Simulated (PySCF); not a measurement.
## Radial density of N (nitrogen, neutral)

UHF, [He] 2s2 2p3, high-spin 4S determinant. Calculation: PySCF 2.14, in def2-TZVP (5s3p2d1f, 31 functions); the non-relativistic Hamiltonian (point nucleus).

```json
{"r (bohr)": "0.00322", "4πr²ρ (e/bohr)": "0.02567", "4πr²(ρα − ρβ)": "0.0000"}
{"r (bohr)": "0.00542", "4πr²ρ (e/bohr)": "0.07064", "4πr²(ρα − ρβ)": "0.0000"}
{"r (bohr)": "0.00912", "4πr²ρ (e/bohr)": "0.1893", "4πr²(ρα − ρβ)": "0.0001"}
{"r (bohr)": "0.0153", "4πr²ρ (e/bohr)": "0.4916", "4πr²(ρα − ρβ)": "0.0003"}
{"r (bohr)": "0.0258", "4πr²ρ (e/bohr)": "1.201", "4πr²(ρα − ρβ)": "0.0010"}
{"r (bohr)": "0.0434", "4πr²ρ (e/bohr)": "2.664", "4πr²(ρα − ρβ)": "0.0028"}
{"r (bohr)": "0.0730", "4πr²ρ (e/bohr)": "5.005", "4πr²(ρα − ρβ)": "0.0095"}
{"r (bohr)": "0.123", "4πr²ρ (e/bohr)": "7.166", "4πr²(ρα − ρβ)": "0.0378"}
{"r (bohr)": "0.207", "4πr²ρ (e/bohr)": "6.601", "4πr²(ρα − ρβ)": "0.1519"}
{"r (bohr)": "0.347", "4πr²ρ (e/bohr)": "3.355", "4πr²(ρα − ρβ)": "0.5513"}
{"r (bohr)": "0.585", "4πr²ρ (e/bohr)": "2.436", "4πr²(ρα − ρβ)": "1.4190"}
{"r (bohr)": "0.983", "4πr²ρ (e/bohr)": "3.500", "4πr²(ρα − ρβ)": "2.0198"}
{"r (bohr)": "1.65", "4πr²ρ (e/bohr)": "2.136", "4πr²(ρα − ρβ)": "1.2224"}
{"r (bohr)": "2.78", "4πr²ρ (e/bohr)": "0.3824", "4πr²(ρα − ρβ)": "0.2339"}
{"r (bohr)": "4.68", "4πr²ρ (e/bohr)": "0.01278", "4πr²(ρα − ρβ)": "0.0096"}
```
